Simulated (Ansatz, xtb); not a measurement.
# A geometry optimisation of C2H4FSi+ with r2SCAN-D4/def2-SVP

The starting geometry of this gas-phase singlet was built from a drawn formula by distance geometry and a force field; its bonds are those of `[CH+]=C(F)[SiH3]`.

```xyz
8

C    -0.7799   -1.5873   -2.2587
C    -0.4737   -1.0947   -1.0822
F    -1.4663   -0.7999   -0.1727
Si    1.2685   -0.8957   -0.6438
H    -1.1104   -1.9574   -3.1623
H     1.9691    0.0461   -1.5698
H     1.4237   -0.3511    0.7593
H     1.9717   -2.1744   -0.6849
```

Question: Predict what becomes of its bonds when it is optimised with r2SCAN-D4/def2-SVP.

Answer: It rearranges to `F[C+]=C[SiH3]`. Distances that change by over a tenth: C2–F3 (1.38 → 1.23 Å). Contacts that open: C2–Si4 (1.81 → 2.71 Å). Contacts that close: C1–Si4 (2.70 → 2.01 Å).

The energy falls by 2.10 eV over 18 steps:

| step | E − E(last) (eV) |
| --- | --- |
| 1 | 2.097 |
| 3 | 1.387 |
| 5 | 0.823 |
| 7 | 0.507 |
| 9 | 0.167 |
| 10 | 0.090 |
| 12 | 0.008 |
| 14 | 0.001 |
| 16 | 0.000 |
| 18 | 0.000 |

Final geometry (Å):

```xyz
8

C    -0.3553   -1.3589   -1.7187
C    -1.2327   -1.0487   -0.8792
F    -1.9683   -0.7047    0.0386
Si    1.4786   -1.0242   -0.9663
H    -0.4179   -1.7604   -2.7394
H     2.0082   -0.0343   -1.9318
H     1.2295   -0.4980    0.3952
H     2.0604   -2.3851   -1.0136
```

From the same start GFN2-xTB reaches the same bonding as this run.

The end wasn't checked by frequencies. Run with Ansatz 0.2.0, 110 s on 1 thread of AMD EPYC (Zen 3), on a shared host.
